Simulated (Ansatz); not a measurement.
Geometry optimisation, Ansatz 0.2.0, UKS B3LYP/def2-SVP.

The input (input.yaml):

```yaml
crystal:
  periodic: [false, false, false]
  atoms:
    - { symbol: Ga, position_ang: [0.0, 0.0, -0.360943] }
    - { symbol: Cl, position_ang: [0.0, 0.0, 3.073483] }
    - { symbol: Cl, position_ang: [1.936007, 0.0, -1.382014] }
    - { symbol: Cl, position_ang: [-1.936007, 0.0, -1.382014] }
    - { symbol: Cl, position_ang: [0.0, 0.0, 5.131488] }
magnetization:
  spin_polarized: true
  initial_magnetization: 1
basis:
  gaussian: { orbitals: def2-SVP }
hamiltonian:
  xc: b3lyp
relax:
  f_tol: 0.03
  max_steps: 50
```

Command:

```bash
$ ansatz run input.yaml --threads 4 --pin off --max-ram 5120MiB --backend cpu --events-out ev --progress --plain --runs-dir out
```

**Question.** Where does it end, and by what steps?

**Answer.** It converged. The force dipped under the threshold on the way, but the program's further checks kept it going. After 8 steps the energy has fallen by 1.714 eV; Cl2 moved furthest, 0.97 Å. Parted: Cl2–Cl5 (2.06 → 3.11 Å). Joined: Ga1–Cl2 (3.43 → 2.15 Å).

```csv
step,energy less start (eV),largest force component (eV/Å),accepted
0,0.0000,0.677,yes
1,-0.1217,0.987,yes
2,-0.3392,1.956,yes
3,-0.7385,3.141,yes
4,-1.1462,2.829,yes
5,-1.5500,1.761,yes
6,-1.6859,0.574,yes
7,-1.7131,0.025,yes
8,-1.7136,0.010,yes
```

```xyz
5
Properties=species:S:1:pos:R:3
Ga 0.000 0.000 -0.044
Cl 0.000 0.000 2.101
Cl 1.857 0.000 -1.096
Cl -1.857 0.000 -1.096
Cl 0.000 0.000 5.215
```

Whether the end is a true minimum wasn't checked by a vibrational analysis.

Time of the run: 65 s on 4 threads of Arm Neoverse V1, on a shared host, peak memory 0.48 GiB.
